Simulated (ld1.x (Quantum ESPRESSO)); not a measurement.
**indium, TM: configuration errors across variants**

| Item | Value |
| --- | --- |
| Element | indium |
| Generator | ld1.x (Quantum ESPRESSO) 7.5 |
| Type | norm-conserving Troullier–Martins (Kleinman–Bylander form) |
| Functional | PBEsol |
| Relativity | scalar-relativistic |
| Frozen core | [Kr] 4d10 |
| Valence charge | 3 |
| Reference configuration | 5s2 5p1 |
| Partial waves | 5s (bound): rc 2.25 bohr; 5p (bound): rc 1.95 bohr |
| Local potential | the p channel |
| Core correction | Bessel-smoothed model core inside 1.80 bohr |

All-electron excitation energies from the reference (eV): (1) 5s2 5p0 5.361; (2) 5s1 5p0 24.638; (3) 5s2 5p0.5 1.941; (4) 5s1 5p1 12.014; (5) 5s2 5p1.3 -0.531; (6) 5s0 5p3 12.013; (7) 5s1 5p2 5.877.

Tests that are not counted but printed errors over 1 eV. “all radii but the core radius scaled by about 0.74 (s 1.68, p 1.44 bohr)”: 5s0 5p3 (solver errors, printed error -30.2 eV); 5s1 5p2 (solver errors, printed error -28.5 eV); 1 more.

A true bound ghost makes a file unfit for plane-wave use even where its test errors are small: the radial tests pick states by their node count and pass the ghost by. Where a test does run into it, the solver fails or the error is huge.

Errors AE − PS in meV (a dash: test not solved or not reliable):

```tsv
change	(1)	(2)	(3)	(4)	(5)	(6)	(7)	bound ghosts
base	-18	-240	-2.8	-62	-0.2	-74	-21	s
all radii but the core radius scaled by about 0.74 (s 1.68, p 1.44 bohr)	-21	-240	+4.8	–	+1.2	–	–	s
all radii but the core radius scaled by about 0.81 (s 1.82, p 1.58 bohr)	-19	-236	-1.9	-32	+0.1	-69	-19	s
all radii but the core radius scaled by about 0.91 (s 2.04, p 1.78 bohr)	-17	-235	-2.6	-55	-0.1	-65	-18	s
all radii but the core radius scaled by about 0.95 (s 2.14, p 1.86 bohr)	-17	-235	-2.7	-57	-0.1	-67	-19	s
all radii but the core radius scaled by about 1.09 (s 2.44, p 2.12 bohr)	-9.9	-161	-1.8	-47	-0.1	-93	-20	none
all radii but the core radius scaled by about 1.17 (s 2.62, p 2.28 bohr)	-15	-219	-2.5	-65	-0.1	-116	-28	none
all radii but the core radius scaled by about 1.25 (s 2.82, p 2.44 bohr)	-15	-228	-2.5	-73	-0.1	-148	-35	none
all radii but the core radius scaled by about 1.32 (s 2.98, p 2.58 bohr)	-14	-234	-2.4	-79	-0.1	-176	-41	none
all radii but the core radius scaled by about 1.38 (s 3.10, p 2.68 bohr)	-13	-242	-2.3	-86	-0.1	-210	-48	none
```

Question: Give the same row for: all radii but the core radius scaled by about 1.03 (s 2.32, p 2.02 bohr).

Answer: -20, -257, -3.2, -69, -0.2, -81, -23; bound ghosts: s.
